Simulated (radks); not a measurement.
Results of a calculation; reference values are marked as such.
Species: Kr I. Configuration: [Ar] 3d10 4s2 4p5 6s1 (not the ground configuration). Code: a radial shooting solver on a logarithmic mesh with Libxc functionals. Model: scalar-relativistic Kohn-Sham, PBE, spin-polarised, spherical densities, finite nucleus; open shells are filled with parallel spins first; Fermi nuclear charge, rms radius 4.1884 fm. Some entries of the table are withheld. Estimate them.

| orbital | occ. | eigenvalue (hartree) | <r^2> (bohr^2) | <r> (bohr) |
|---|---|---|---|---|
| 1s up | 1 | -520.6518 | 0.002318 | 0.04149 |
| 1s down | 1 | -520.6489 | 0.002318 | 0.04149 |
| 2s up | 1 | -68.85460 | 0.03971 | 0.1835 |
| 2s down | 1 | -68.85298 | 0.03971 | 0.1835 |
| 2p up | 3 | -60.91862 | 0.03137 | 0.1601 |
| 2p down | 3 | -60.91590 | 0.03137 | 0.1601 |
| 3s up | 1 | -10.03628 | 0.3232 | 0.5303 |
| 3s down | 1 | -10.03267 | 0.3232 | 0.5302 |
| 3p up | 3 | -7.50902 | 0.3419 | (1) |
| 3p down | 3 | -7.50498 | 0.3417 | (2) |
| 3d up | 5 | -3.32734 | 0.3807 | 0.5558 |
| 3d down | 5 | -3.32240 | 0.3795 | 0.5551 |
| 4s up | 1 | -1.16203 | 2.698 | 1.538 |
| 4s down | 1 | -1.12858 | 2.702 | 1.539 |
| 4p up | 3 | -0.63189 | (3) | 1.827 |
| 4p down | 2 | -0.59903 | (4) | 1.837 |
| 6s up | 1 | (5) | 147.5 | 11.55 |

Answer. 
(1) 3p up <r> (bohr): 0.5405
(2) 3p down <r> (bohr): 0.5404
(3) 4p up <r^2> (bohr^2): 3.864
(4) 4p down <r^2> (bohr^2): 3.918
(5) 6s up eigenvalue (hartree): -0.04424
